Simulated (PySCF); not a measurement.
SnF₃, SMILES [F][Sn]([F])[F], multiplicity 2.

Geometry: r2SCAN-D4/def2-SVP. The spin state was assumed, not searched. The isomer is the one that the SMILES or the coordinates give; other isomers of the formula were not compared. The def2 effective core potentials stand for the cores of Sn; spin–orbit coupling is left out.

The numbers are results of r2SCAN-D4/def2-SVP in PySCF, not measurements.

Frequencies are harmonic and unscaled.

Modes within 1.5 cm⁻¹ of each other (mostly degenerate sets) share a row, with their intensities summed.

Computed harmonic wavenumbers and intensities:
```tsv
mode	ν (cm⁻¹)	IR (km/mol)	moving atoms (share of kinetic energy)
1–2	146	21.0	F 91 %, Sn 9 %
3	176	30.8	F 75 %, Sn 25 %
4	601	15.4	F 92 %
5–6	626	120.5	F 83 %, Sn 17 %
```
